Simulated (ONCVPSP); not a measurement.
## In: ONCV pseudisation with PBEsol, scalar-relativistic reference atom.

- Element: In
- Generator: ONCVPSP 4.0.1
- Type: optimised norm-conserving Vanderbilt (ONCV)
- Functional: PBEsol
- Relativity: scalar-relativistic
- Frozen core: [Kr]
- Valence charge: 13
- Reference configuration: 4d10 5s2 5p1
- Partial waves: 5s: rc 0.80 bohr, ncon 4, nbas 8, qcut 6.3 1/bohr, 2 projectors, debl 1.6 Ha; 5p: rc 2.20 bohr, ncon 3, nbas 8, qcut 4.5 1/bohr, 2 projectors, debl 0.7 Ha; 4d: rc 1.50 bohr, ncon 4, nbas 8, qcut 11.3 1/bohr, 3 projectors, debl 3.7 Ha
- Local potential: polynomial inside 0.75 bohr (lpopt 5, dvloc0 0 Ha)
- Core correction: polynomial model core, fcfact 0.35

All-electron outer shells of the reference configuration (PBEsol, scalar-relativistic, ld1.x):

```json
{"shell": "4s", "level (eV)": "-119.51", "outermost node (bohr)": "0.41", "outermost maximum (bohr)": "0.77"}
{"shell": "4p", "level (eV)": "-78.02", "outermost node (bohr)": "0.42", "outermost maximum (bohr)": "0.82"}
{"shell": "4d", "level (eV)": "-18.59", "outermost node (bohr)": "0.40", "outermost maximum (bohr)": "0.94"}
{"shell": "5s", "level (eV)": "-8.25", "outermost node (bohr)": "1.02", "outermost maximum (bohr)": "2.16"}
{"shell": "5p", "level (eV)": "-2.52", "outermost node (bohr)": "1.14", "outermost maximum (bohr)": "2.85"}
```

(1) Does this generation succeed?

Results:

(1) No. ONCVPSP 4.0.1 stopped with "oncvpsp: lschvkbb ERROR 1 0 100": the bound-state solver with the separable projectors failed. The 5s radius of 0.80 bohr lies inside the outermost node of the all-electron wave at 1.02 bohr.
